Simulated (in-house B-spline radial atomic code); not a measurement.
The numbers below are computed, except where a source is named.
# Hot electrons crossing n-type InAs, n = 1.36e17 cm⁻³: losses to the electron gas

For InAs the NSM archive of the Ioffe Institute lists m* = 0.023 m0, ε = 15.15 and an optical phonon energy of 30 meV.

The electrons form a uniform gas at zero temperature with Lindhard's dielectric function (RPA). An added electron of energy E, from the band bottom, collides once per mean free path λ, with 1/λ = (1/πE) ∫dω ∫dq/q Im(−1/ε(q, ω)), in atomic (or effective) units, with ω up to E − E_F and q between √(2E) ∓ √(2(E − ω)); electron-hole pairs and the plasmon pole are integrated apart. No exchange between the two electrons. One parabolic band and the static dielectric constant; phonons, their coupling to plasmons and impurity scattering are left out.

Q: Find the scales.

A: a* = 34.86 nm and Ha* = 2.727 meV, and this density means r_s = 0.346. k_F = 1.91916/r_s = 5.5467, so E_F = 41.9 meV, and the zero-temperature picture needs T well below 490 K. ω_p = √(3/r_s³) = 8.51 Ha* = 23.2 meV, 0.77 times the phonon energy, so the two modes mix strongly and this plasmon is only a guide. Plasmon emission opens at E − E_F = 36.6 meV.

```json
{"E − E_F (meV)": "8.39", "λ (nm)": "6460", "share of plasmon losses": "0.00", "lifetime (fs)": "7370"}
{"E − E_F (meV)": "14.7", "λ (nm)": "2760", "share of plasmon losses": "0.00", "lifetime (fs)": "2960"}
{"E − E_F (meV)": "21", "λ (nm)": "1690", "share of plasmon losses": "0.00", "lifetime (fs)": "1730"}
{"E − E_F (meV)": "31.5", "λ (nm)": "975", "share of plasmon losses": "0.00", "lifetime (fs)": "920"}
{"E − E_F (meV)": "41.9", "λ (nm)": "464", "share of plasmon losses": "0.21", "lifetime (fs)": "410"}
{"E − E_F (meV)": "54.5", "λ (nm)": "353", "share of plasmon losses": "0.30", "lifetime (fs)": "291"}
```

Q: Electrons are injected 54.5 meV above E_F into a base 80 nm thick. What share crosses without exciting the gas, and how long does the crossing take?

A: exp(−80/353) = 0.797. The speed is √(2E) = 8.412 in units of Ha* a*/ħ, or 1.21 nm/fs, so the transit takes 65.9 fs, against a lifetime of 291 fs. Phonon and impurity scattering lower the share further.
